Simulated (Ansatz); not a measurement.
Species: sum formula H$_{4}$Si$_{2}$OF (charge 0, doublet). It need not be the lowest isomer of its formula. 
Structure (B3LYP-D3(BJ)/def2-TZVP (Ansatz, an electronic-structure program) minimum search):
```
O
Si 1 1.6254
F 2 1.6094 1 108.95
Si 1 1.6484 2 150.26 3 52.26
H 4 1.4771 1 107.87 2 158.51
H 4 1.4782 5 110.06 1 -119.44
H 4 1.4801 5 109.91 6 -120.94
H 2 1.4914 3 106.75 1 -116.15
```
Charge 0, spin multiplicity 2.

Property: atomisation energy (electronic, to ground-state atoms), in kcal/mol. Correlated levels leave the core frozen unless marked. Open shells are spin-unrestricted. No spin-orbit coupling. Non-relativistic. The coupled-cluster limit lacks core correlation, which all-electron functionals hold. CBS(X,Y): correlation extrapolated as X^-3; Hartree-Fock from the larger set.

```
level                         program  atomisation energy (kcal/mol)
---------------------  --------------  -----------------------------
HF/6-31G*                      Ansatz                          476.0
PBE-D3(BJ)/def2-TZVPD  Ansatz + dftd3                          656.7
PBE-D4/def2-TZVPD      Ansatz + dftd4                          657.0
r2SCAN0-D4/def2-TZVPD  Ansatz + dftd4                          650.1
```

**Question.** Predict the CCSD(T)/CBS(aug-cc-pV(T+d)Z,aug-cc-pV(Q+d)Z) result (Ansatz).

**Answer.** 665.2 kcal/mol, so r2SCAN0-D4/def2-TZVPD differs from it by -15.1 kcal/mol.
